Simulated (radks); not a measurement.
Numerical settings for the tellurium ion Te2+, [Kr] 4d10 5s2 5p2. All-electron calculation, Dirac Kohn-Sham, PBEsol, spin-unpolarised, spherical densities, point nucleus; open shells are shared between the two j in proportion to 2j + 1. Program: a radial shooting solver on a logarithmic mesh with Libxc functionals. The defaults (mesh step 0.008 in ln r, mesh end at 40 bohr or more with all orbitals vanishing there, Anderson mixing 0.5 over 9 steps, residual threshold near 1e-9 with the energy settled to 1e-9 hartree or 1e-11 of itself, here a cap of 57 iterations) give E = -6792.8842 hartree and 5p3/2 at -22.017 eV in 14 iterations. Run on one thread of a shared host, so times are rough (Intel(R) Xeon(R) Platinum 8488C): 0.28 s of CPU time, 0.29 s wall, 14 iterations on 2541 mesh points. Changes against that run (0 stands for a change within the tolerance of the run):

setting                    iterations  converged  E (mhartree)  e(5p3/2) (meV)  CPU (s)
mesh step in ln r 0.12              2         no      diverged               -     0.06
mesh step in ln r 0.08              2         no      diverged               -     0.08
mesh step in ln r 0.003            14        yes             0               0      0.7
mesh end (bohr) 400                14        yes             0               0     0.29
mesh end (bohr) 12                 14        yes             0               0     0.27
residual threshold 1e-16           57         no             0               0     0.49
residual threshold 0.01             8        yes             0          +0.945     0.17
mixing 0.01                        20        yes             0               0     0.33
linear mixing, mixing 0.2          57         no             0        -0.00402     0.83
linear mixing, mixing 0.5          30        yes             0               0     0.45
mixing history 20                  18        yes             0               0     0.32
iteration cap 3                     3         no         +9.49       -1.25e+03     0.08

No run marked as converged misses the energy by more than 1 mhartree. A mesh that ends early acts as a hard wall.
